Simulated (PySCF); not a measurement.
**Ce²⁺: excitation energy**

Ce²⁺ [Xe] 4f2 (high-spin determinant) → Ce²⁺ [Xe] 4f1 5d1 (high-spin determinant), as a difference of total energies. Computed with PySCF 2.14 in x2c-TZVPPall (11s7p7d4f2g, 113 functions), with scalar relativity by spin-free X2C-1e. Correlated levels: valence: [Kr] 4d10 frozen. The calculations carry no spin-orbit coupling.

```
           method  excitation energy (eV)
              UHF                  -0.584
    MP2 (valence)                  -0.078
SCS-MP2 (valence)                  -0.231
   CCSD (valence)                  -0.145
CCSD(T) (valence)                  -0.106
```

Q: How much does correlation contribute at CCSD(T) (valence)?

A: -0.106 − (-0.584) = 0.478 eV, measured against UHF.

A first-order spin-orbit estimate (lowest level to lowest level, LS coupling) adds -0.031 eV.

The determinant of the lower state and of the upper state mixes LS terms, which raises its energy above the lowest term, most at the Hartree-Fock and MP2 levels.
